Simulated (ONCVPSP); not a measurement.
# Cd, ONCV: configuration errors across variants

```
Element                 : cadmium
Generator               : ONCVPSP 4.0.1
Type                    : optimised norm-conserving Vanderbilt (ONCV)
Functional              : PBE
Relativity              : non-relativistic
Frozen core             : [Ar] 3d10
Valence charge          : 20
Reference configuration : 4s2 4p6 4d10 5s2
Partial waves           : 4s+5s: rc 1.35 bohr, ncon 3, nbas 7, qcut 7.7 1/bohr, 2 projectors; 4p: rc 1.60 bohr, ncon 3, nbas 6, qcut 10.3 1/bohr, 2 projectors, debl 2.3 Ha; 4d: rc 1.85 bohr, ncon 4, nbas 9, qcut 7.2 1/bohr, 3 projectors, debl 3.5 Ha
Local potential         : polynomial inside 0.95 bohr (lpopt 4, dvloc0 0 Ha)
Core correction         : polynomial model core, fcfact 0.55
```

In the p channel the program set the typed energies aside and used -2.395, 0.250 Ha.

All-electron excitation energies from the reference (eV): (1) 4s2 4p6 4d10 5s1 8.732; (2) 4s2 4p6 4d10 5s0 24.999; (3) 4s2 4p6 4d9 5s0 63.496; (4) 4s2 4p6 4d9 5s2 5p1 13.547.

Errors AE − PS in meV (a dash: test not solved or not reliable):

```csv
change,(1),(2),(3),(4),bound ghosts,GHOST(+) flags above zero
base,0.0,-1.6,+10,+31,none,s
p: qcut 8.7,0.0,-1.6,+10,+31,none,s
p: qcut 10.1,0.0,-1.6,+10,+31,none,s
p: qcut 11.4,0.0,-1.7,+10,+31,none,s
p: qcut 13.3,0.0,-1.7,+10.0,+31,none,s
p: qcut 14.9,0.0,-1.7,+9.9,+31,none,s
```

Q: Give the same row for: p: qcut 7.

A: 0.0, -1.7, +10.0, +30; bound ghosts: none; GHOST(+) flags above zero: s.
